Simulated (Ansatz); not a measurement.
Program: Ansatz. Geometries: PBE0-D4/def2-TZVP. ΔE: electronic, gas phase. CCSD(T)/CBS adds triple-zeta CCSD(T) − MP2 to the extrapolated MP2 energy (def2 sets, frozen cores). This one scheme is used for every species. Functionals use def2-TZVPP. B3LYP here is the variant with VWN-RPA as its local correlation; programs differ in this. Elements past krypton have def2 core potentials. For Sn outer-core shells are correlated without core-valence functions, which leaves a few kJ/mol of doubt a bond. Each species was taken in one conformer, which may not be the lowest.

Reaction (ligand exchange at the Sn–C bond): `CN[CH2][SnH3]` + `C=N` → `C=[N][SnH3]` + `CNC`

```
             level  ΔE (kJ/mol)  difference from CCSD(T)/CBS
            PBE-D4        -18.0                         -1.9
         r2SCAN-D4        -21.6                         -5.5
           PBE0-D4        -16.6                         -0.5
          B3LYP-D4        -21.3                         -5.2
           ωB97X-V        -19.2                         -3.1
           ωB97M-V        -16.9                         -0.8
            B2PLYP        -22.6                         -6.5
               PBE        -19.6                         -3.5
            r2SCAN        -22.2                         -6.1
              PBE0        -18.1                         -2.0
             B3LYP        -23.7                         -7.6
     HF/def2-TZVPP        -27.9                        -11.8
    MP2/def2-TZVPP        -17.0                         -0.9
SCS-MP2/def2-TZVPP        -19.6                         -3.5
   CCSD/def2-TZVPP        -15.7                          0.4
CCSD(T)/def2-TZVPP        -15.6                          0.5
     HF/def2-QZVPP        -28.6                        -12.5
    MP2/def2-QZVPP        -17.5                         -1.4
SCS-MP2/def2-QZVPP        -20.1                         -4.0
      HF/CBS(def2)        -28.7                        -12.6
     MP2/CBS(def2)        -17.5                         -1.4
    CCSD/CBS(def2)        -16.2                         -0.1
       CCSD(T)/CBS        -16.1                            0
```

Largest T1 diagnostic among the species: 0.014.

In def2-TZVPP, CCSD(T) changes the Hartree–Fock value by +12.2 kJ/mol (the triples alone add +0.1 kJ/mol) and MP2 by +10.9 kJ/mol.
